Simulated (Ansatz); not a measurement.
Reaction: H4SiNO (SMILES [SiH2]([NH])O, doublet) → H4SiNO (SMILES [SiH](O)N, doublet)
Each species at its own B3LYP-D3(BJ)/def2-TZVP minimum (Ansatz, an electronic-structure program), one conformer.

Total energies in hartree (Ansatz). Radicals and triplets start from unrestricted determinants; spin-orbit coupling is neglected. Cores are frozen in correlated methods. No relativity.

```tsv
species	HF/cc-pV(T+d)Z	CCSD(T)/cc-pV(T+d)Z	HF/cc-pV(Q+d)Z	CCSD(T)/cc-pV(Q+d)Z	CCSD(T)/cc-pV(D+d)Z	CCSDT(Q)/cc-pV(D+d)Z
1: H4SiNO (SMILES [NH][SiH2]O, doublet)	-420.66812	-421.25587	-420.68327	-421.31092	-421.06830	-421.07028
2: H4SiNO (SMILES N[SiH]O, doublet)	-420.68152	-421.28623	-420.69739	-421.34253	-421.09248	-421.09448
```

Question: Work out the isomerisation energy (electronic) in kJ/mol: take Hartree-Fock from cc-pV(Q+d)Z, extrapolate the CCSD(T) correlation energy as X^-3 (X = 3, 4), and add CCSDT(Q) - CCSD(T) in cc-pV(D+d)Z. 1 hartree = 2625.5 kJ/mol.

Answer: 
Species 1: correlation (64·(-0.62765) - 27·(-0.58775))/37 = -0.65677; step -0.00198; E1 = -420.68327 + (-0.65677) + (-0.00198) = -421.34202
Species 2: correlation (64·(-0.64514) - 27·(-0.60471))/37 = -0.67464; step -0.00200; E2 = -420.69739 + (-0.67464) + (-0.00200) = -421.37403
-1·E1 +1·E2 = -0.03201 hartree = -84.0 kJ/mol.
